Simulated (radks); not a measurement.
Sb, configuration [Kr] 4d10 5s2 5p3 (the NIST ground configuration).

All-electron calculation, Dirac Kohn-Sham, PBE, spin-unpolarised, spherical densities, point nucleus; open shells fill j = l - 1/2 first. Program: a radial shooting solver on a logarithmic mesh with Libxc functionals.

Energy parts (Ry):
| part | energy |
|---|---|
| total | -12967.03839 |
| kinetic | 13683.84792 |
| electron-nucleus | -31489.08146 |
| Hartree | 5179.41708 |
| exchange-correlation | -341.22193 |

Orbitals (lengths in bohr, moments of r in powers of bohr; r(max) is where P^2 peaks):
orbital  occ.  eigenvalue (Ry)      <r^4>   <1/r>   r(max)
1s1/2       2        -2225.891  3.125e-06   54.33  0.01834
2s1/2       2        -338.5911  0.0005387   12.63   0.1038
2p1/2       2        -316.7520  0.0003462   12.61  0.07984
2p3/2       4        -298.2439  0.0004097   11.70  0.08445
3s1/2       2        -66.36894    0.02378   4.477   0.3001
3p1/2       2        -57.44500    0.02294   4.385   0.2865
3p3/2       4        -54.02984    0.02616   4.164   0.2969
3d3/2       4        -38.27854    0.02199   4.012   0.2426
3d5/2       6        -37.56884    0.02292   3.955   0.2455
4s1/2       2        -10.91006     0.7431   1.770   0.7231
4p1/2       2         -7.89309     0.9660   1.655   0.7462
4p3/2       4         -7.26196      1.111   1.583   0.7706
4d3/2       4         -2.49612      2.765   1.305   0.8420
4d5/2       6         -2.40479      2.924   1.286   0.8511
5s1/2       2         -0.92989      51.42  0.5814    1.899
5p1/2       2         -0.37602      156.0  0.4548    2.278
5p3/2       1         -0.33190      192.1  0.4313    2.383

The highest occupied level is 5p3/2 at -4.516 eV. The density falls to 0.001 e/bohr^3 at r = 4.68 bohr.
